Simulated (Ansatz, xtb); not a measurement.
## Two isomers of CH8BNO

Structure I is `C[B@H-]([NH3+])O`, a singlet and structure II is `C[NH2+][BH2-]O`, a singlet. Both are isolated molecules in the gas phase, relaxed with B3LYP-D3(BJ)/def2-SVP; the shapes shown needn't be the lowest conformers.

I (Å):

```xyz
12

C    -0.4956   -0.7515   -0.1329
B    -0.2092    0.8121   -0.4042
N    -0.7290    1.1059   -2.0188
O     1.1611    1.2296   -0.4042
H    -0.2489   -1.0078    0.9123
H    -1.5524   -1.0405   -0.2787
H     0.1151   -1.4198   -0.7746
H    -0.9426    1.5910    0.2072
H    -0.4479    2.0584   -2.2612
H    -0.2819    0.4686   -2.6836
H    -1.7431    1.0282   -2.1214
H     1.7546    0.4729   -0.3529
```

II (Å):

```yaml
atoms:
  - { symbol: C, position_ang: [-1.3427, -0.4195, -1.3670] }
  - { symbol: B, position_ang: [0.5366, 1.0462, -0.1673] }
  - { symbol: N, position_ang: [0.1062, -0.1968, -1.2349] }
  - { symbol: O, position_ang: [-0.0516, 2.2344, -0.7103] }
  - { symbol: H, position_ang: [-1.8024, 0.5460, -1.6147] }
  - { symbol: H, position_ang: [-1.7353, -0.7541, -0.3972] }
  - { symbol: H, position_ang: [-1.5863, -1.1617, -2.1425] }
  - { symbol: H, position_ang: [0.5933, -1.0465, -0.9414] }
  - { symbol: H, position_ang: [0.5077, 0.0742, -2.1363] }
  - { symbol: H, position_ang: [0.0952, 0.6543, 0.9157] }
  - { symbol: H, position_ang: [1.7629, 1.0100, -0.2562] }
  - { symbol: H, position_ang: [-0.7748, 2.5497, -0.1618] }
```

Energies in hartree; the thermal terms are from B3LYP-D3(BJ)/def2-SVP harmonic frequencies (ideal gas, rigid rotor, one conformer each, 298.15 K, 1 atm) and include the zero-point energy:

|  | I | II |
| --- | --- | --- |
| E, CCSD(T)/def2-SVP | −197.114881 | −197.095175 |
| E, MP2/def2-SVP | −197.051643 | −197.030500 |
| E, MP2/def2-TZVPP | −197.436009 | −197.412657 |
| zero-point energy | 0.103216 | 0.104428 |
| H(298 K) − E | 0.110568 | 0.111269 |
| G(298 K) − E | 0.074844 | 0.076265 |

**Question.** Correct the CCSD(T) difference for the basis set by the MP2 change, then work out ΔE, ΔE₀, ΔH and ΔG for I → II in kcal/mol (1 Eh = 627.51 kcal/mol) and the equilibrium ratio [II]/[I].

**Answer.** 1. Differences II − I: CCSD(T) +0.019706, MP2 in the small set +0.021143, MP2 in the large set +0.023352 Eh.
2. ΔE = +0.019706 + (+0.023352 − (+0.021143)) = +0.021915 Eh = +13.75 kcal/mol.
3. ΔE₀ = ΔE + ΔZPE = +0.021915 + (+0.001212) Eh = +14.51 kcal/mol.
4. ΔH = ΔE + (+0.000701) Eh = +14.19 kcal/mol.
5. ΔG = ΔE + (+0.001421) Eh = +14.64 kcal/mol, so ΔS = (ΔH − ΔG)/T = −6.3 J/(mol K).
6. kT = 0.9442 mEh, so K = [II]/[I] = exp(−ΔG/kT) = exp(−24.72) ≈ 1.8 × 10^−11.

Structure I is favoured at this temperature. An error of 1 kcal/mol in ΔG would change K by a factor of 5.4. GFN2-xTB gave ΔE the other sign. Mirror images and further conformers aren't counted.

As drawn, II has 1 C–N, 1 B–H in place of 1 C–B, 1 N–H.

Other levels gave ΔE = −2.9 (GFN2-xTB); +8.5 (HF/STO-3G, GFN2-xTB geometries); +13.7 (r2SCAN-D4/def2-SVP, GFN2-xTB geometries); +12.2 (B3LYP-D3(BJ)/def2-SVP); +12.0 (HF/def2-SVP); +13.3 (MP2/def2-SVP); +12.4 (CCSD(T)/def2-SVP) kcal/mol. The correlated steps freeze 4 core orbitals. Programs: Ansatz 0.2.0, xtb 6.7.1.
